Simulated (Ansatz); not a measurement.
`[SiH3]O[SiH](Cl)O[SiH3]` + BH₃ → `B[SiH](Cl)O[SiH3]` + `O[SiH3]`  (formal exchange of groups at the Si–O bond)

Computed with Ansatz on PBE0-D4/def2-TZVP structures; ΔE is electronic, products minus reactants. CCSD(T)/CBS adds triple-zeta CCSD(T) − MP2 to the extrapolated MP2 energy (def2 sets, frozen cores). This one scheme is used for every species. Functionals use def2-TZVPP. B3LYP here is the variant with VWN-RPA as its local correlation; programs differ in this. Each species was taken in one conformer, which may not be the lowest.

`[SiH3]O[SiH](Cl)O[SiH3]`:

```xyz
13

Si    1.062    1.167   -1.907
O     1.226   -0.163   -0.955
Si    1.024   -0.781    0.521
Cl    1.547    0.639    1.910
O    -0.512   -1.206    0.773
Si   -1.990   -0.697    1.282
H     1.944    2.254   -1.414
H     1.452    0.781   -3.284
H    -0.350    1.626   -1.892
H     1.891   -1.954    0.681
H    -1.969   -0.476    2.749
H    -2.355    0.567    0.594
H    -2.968   -1.757    0.942
```

BH₃:

Z-matrix (Å, degrees):
```
B
H 1 1.193
H 1 1.193 2 120.0
H 1 1.193 2 120.0 3 180.0
```

`B[SiH](Cl)O[SiH3]`:

```xyz
11

B     1.910   -1.395   -0.843
Si    0.075   -0.976   -0.176
Cl    0.291   -1.620    1.787
O    -0.292    0.607   -0.206
Si   -1.257    1.783    0.412
H     2.789   -0.594   -0.738
H     2.173   -2.483   -1.259
H    -1.066   -1.738   -0.739
H    -2.675    1.341    0.393
H    -0.852    2.088    1.806
H    -1.096    2.988   -0.437
```

`O[SiH3]`:

Z-matrix (Å, degrees):
```
Si
O 1 1.648
H 1 1.489 2 111.7
H 1 1.489 2 111.7 3 120.9
H 1 1.481 2 105.9 3 -119.6
H 2 0.957 1 117.9 3 -60.5
```

Task: Is it downhill or uphill in electronic energy at CCSD(T)/CBS, and by how much? (Best estimate.)

Result: Ansatz gave: Uphill: ΔE = +157.4 kJ/mol.

Task: What do these levels give: r2SCAN-D4, r2SCAN, PBE0, B3LYP, SCS-MP2/def2-TZVPP, MP2/CBS(def2)? (Estimate.)

Result: Computed: r2SCAN-D4 151.5, r2SCAN 149.6, PBE0 137.4, B3LYP 148.7, SCS-MP2/def2-TZVPP 165.3, MP2/CBS(def2) 164.4 kJ/mol.

Largest T1 diagnostic among the species: 0.011.

In def2-TZVPP, CCSD(T) changes the Hartree–Fock value by −18.9 kJ/mol (the triples alone add −2.1 kJ/mol) and MP2 by −11.9 kJ/mol. From PBE to PBE0 (25 % exact exchange), in def2-TZVPP and without D4, ΔE moves by +11.4 kJ/mol. The D4 term adds +8.9 kJ/mol with B3LYP and +5.4 kJ/mol with PBE0; it sums over pairs of atoms, weighted by their polarisabilities, and B3LYP, whose exchange is more repulsive, gets the larger term.
